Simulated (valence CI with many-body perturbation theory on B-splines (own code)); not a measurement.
Which ion has this spectrum?

A relativistic CI+MBPT calculation for an atom or ion with 14 electrons gives these levels (eV):

```
J  Parity       E     g
0    even    0.00      
1    even  146.35  1.49
2    even  153.97  1.18
2     odd  273.28  1.56
1     odd  296.52  1.02
2    even  305.88  1.31
2     odd  322.25  0.76
0    even  322.35      
1     odd  355.26  0.88
2     odd  370.19  1.32
3     odd  371.62  1.12
2     odd  417.82  1.47
3     odd  430.00  1.30
0     odd  439.44
```

The energies are calculated, and their last digits are not significant.

**Question.** Which is it?
A. Eu49+
B. Nd46+
C. Pm47+
D. Sm48+

**Answer.** D. Sm48+, ground level (3s^2 3p1/2^2) J=0.
